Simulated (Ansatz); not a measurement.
Cost and result up the ladder for Sn₃F₅ (the lowest doublet isomer of a short search) (8 atoms). The state is a doublet with charge 0. Geometry: r2SCAN-D4/def2-SVP.

```xyz
8

Sn    0.590   -0.922    1.647
Sn   -1.581   -0.307   -0.919
Sn    1.624    0.861   -0.728
F     0.292   -0.454   -1.957
F     1.285    1.158    1.430
F    -1.243    0.072    1.226
F    -0.574   -1.947    0.030
F    -0.392    1.540   -0.728
```

Ansatz on 4 threads of Intel Xeon Platinum 8375C on a shared host. Times are rough, and most runs start from the orbitals of an earlier one. PBE0-D4/def2-TZVP serves as the yardstick here, not as an exact answer. Differences are given only for rows in sets of like size (and for xTB, whose basis is part of the method), since another set adds its own error. Binding counts from free atoms at the same level (Sn triplet, F doublet; other spins of the atoms weren't run), without zero-point energy or a counterpoise term.

In the def2 sets Sn takes a core potential, while STO-3G treats all electrons; there is no spin–orbit coupling. B3LYP takes the VWN-RPA correlation. Correlated methods freeze 17 core orbitals; core or outer-core shells of Sn are correlated, in sets that lack core-valence functions. The structure comes from a short search, and lower isomers may exist.

Correlated methods converge slowly with the basis.

```
                         level  functions  binding energy per atom (eV)  difference from PBE0-D4/def2-TZVP (eV)
B2PLYP/def2-TZVP (with forces)        305                          3.52                                    0.01
              PBE-D4/def2-TZVP        305                          3.75                                    0.24
             PBE0-D4/def2-TZVP        305                          3.51                                    0.00
                 MP2/def2-TZVP        305                          3.61                                    0.10
                     HF/STO-3G        106                          2.09                                       –
           r2SCAN-D4/def2-TZVP        305                          3.64                                    0.13
            B3LYP-D4/def2-TZVP        305                          3.57                                    0.07
              PBE0-D4/def2-SVP        148                          3.53                                       –
               PBE-D4/def2-SVP        148                          3.80                                       –
```

Question: Estimate how long each takes.

Answer: PBE-D4/def2-SVP 2.7 s; HF/STO-3G 3.9 s; PBE0-D4/def2-SVP 4.1 s; PBE-D4/def2-TZVP 6 s; r2SCAN-D4/def2-TZVP 14 s; B3LYP-D4/def2-TZVP 16 s; PBE0-D4/def2-TZVP 19 s; MP2/def2-TZVP 19 s; B2PLYP/def2-TZVP (with forces) 72 s. On shared hardware such times vary by a factor of up to 3.
